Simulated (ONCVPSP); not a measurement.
**S, ONCV: configuration errors across variants**

* Element: S (Z = 16)
* Generator: ONCVPSP 4.0.1
* Type: optimised norm-conserving Vanderbilt (ONCV)
* Functional: PBE
* Relativity: scalar-relativistic
* Frozen core: [Ne]
* Valence charge: 6
* Reference configuration: 3s2 3p4
* Partial waves: 3s: rc 1.20 bohr, ncon 3, nbas 7, qcut 5.2 1/bohr, 3 projectors, debl 2.1 Ha; 3p: rc 1.45 bohr, ncon 4, nbas 8, qcut 6.2 1/bohr, 1 projector
* Local potential: polynomial inside 0.95 bohr (lpopt 5, dvloc0 0 Ha)
* Core correction: Teter function, fcfact 3.5, rcfact 1.45

All-electron excitation energies from the reference (eV): (1) 3s2 3p3 11.769; (2) 3s2 3p2 34.052; (3) 3s2 3p1 68.094; (4) 3s0 3p6 20.740.

1 further variants failed, have other tests or too few solved ones, and are left out.

A true bound ghost makes a file unfit for plane-wave use even where its test errors are small: the radial tests pick states by their node count and pass the ghost by.

Errors AE − PS in meV (a dash: test not solved or not reliable):

```tsv
change	(1)	(2)	(3)	(4)	bound ghosts	GHOST(+) flags above zero
base	+3.5	+21	+58	-5.8	s	s
s: rc 1	+3.6	+22	+59	-13	s	none
s: rc 1.18	+3.5	+21	+58	-6.8	s	s
s: rc 1.38	+3.6	+22	+60	-4.5	none	s
s: rc 1.72	+4.0	+26	+76	-27	none	s
```

(1) Give the same row for: s: rc 1.54.

Answers

(1) +3.7, +23, +64, -12; bound ghosts: none; GHOST(+) flags above zero: s.
